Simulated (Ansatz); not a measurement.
Reactions of C2H7BZn (`[BH2][Zn][CH2]C`).

Program: Ansatz. Geometries: PBE0-D4/def2-TZVP. ΔE: electronic, gas phase. CBS: MP2 limit from def2 TZ/QZ plus the TZ coupled-cluster correction, frozen cores. This one scheme is used for every species, atoms too. DFT in def2-TZVPP. Open shells (•) are unrestricted, without spin–orbit coupling. Spin–orbit coupling would lower the free atoms: a little for B, C. For Zn outer-core shells are correlated without core-valence functions, so the limit isn't a true one: a few kJ/mol of doubt a bond, and 10 to 20 or more in all where bonds break to atoms. Scalar relativity is left out up to krypton. One conformer a species, not always the lowest.

```json
{"reaction": "`[BH2][Zn][CH2]C` → B• + 2 C• + 7 H• + Zn (atom)", "CCSD(T)/CBS(def2) (kcal/mol)": "?"}
{"reaction": "`[BH2][Zn][CH2]C` + `OC(F)[SiH3]` → `B[SiH2]C(O)F` + `C[CH2][ZnH]`", "CCSD(T)/CBS(def2) (kcal/mol)": "-1.1"}
{"reaction": "`[BH2][Zn][CH2]C` + `C[O][AlH][NH2]` → `B[NH][AlH][O]C` + `C[CH2][ZnH]`", "CCSD(T)/CBS(def2) (kcal/mol)": "-35.7"}
{"reaction": "`[BH2][Zn][CH2]C` + `[SiH3]S` → `[BH2][Zn][S][SiH3]` + `CC`", "CCSD(T)/CBS(def2) (kcal/mol)": "-37.5"}
{"reaction": "`[BH2][Zn][CH2]C` + H₂S → `C[CH2][Zn][SH]` + BH₃", "CCSD(T)/CBS(def2) (kcal/mol)": "-30.5"}
{"reaction": "`[BH2][Zn][CH2]C` → `C[B](C)[ZnH]`", "CCSD(T)/CBS(def2) (kcal/mol)": "-19.6"}
{"reaction": "`[BH2][Zn][CH2]C` + H₂ → `C[CH2][ZnH]` + BH₃", "CCSD(T)/CBS(def2) (kcal/mol)": "?"}
```

(1) Fill in the missing values. (Estimate.)

Largest T1 diagnostic: 0.017, for Zn (atom).

## Answers

(1) Ansatz gave: `[BH2][Zn][CH2]C` → B• + 2 C• + 7 H• + Zn (atom): +857.7 kcal/mol; `[BH2][Zn][CH2]C` + H₂ → `C[CH2][ZnH]` + BH₃: -9.1 kcal/mol.
